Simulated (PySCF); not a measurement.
2-bromobuta-1,3-diene (C4H5Br), SMILES C(=C)C(Br)=C. Geometry optimised at PBE0-D3(BJ)/def2-SVP. One conformer was computed; it need not be the lowest.

Method: PBE0-D3(BJ)/def2-SVP (PySCF).

Harmonic wavenumbers (cm⁻¹): 152, 218, 353, 409, 484, 586, 654, 764, 902, 909, 952, 1011, 1019, 1230, 1299, 1382, 1426, 1672, 1736, 3171, 3177, 3183, 3284, 3292. Rotational constants (GHz): 4.736, 2.548, 1.657; symmetry number 1.

Problem. Work out the zero-point energy and the ideal-gas rigid-rotor harmonic-oscillator thermochemistry at 298.15 K and 1 atm.

Solution. ZPE = ½ Σ hcν = ½ × 33267 cm⁻¹ = 47.56 kcal/mol. H − E(el) = 51.63 kcal/mol. Entropy in cal/(mol K): translation 40.57, rotation 27.18, vibration 9.15, total 76.90. G − E(el) = 28.71 kcal/mol. Cp = 21.42 cal/(mol K).
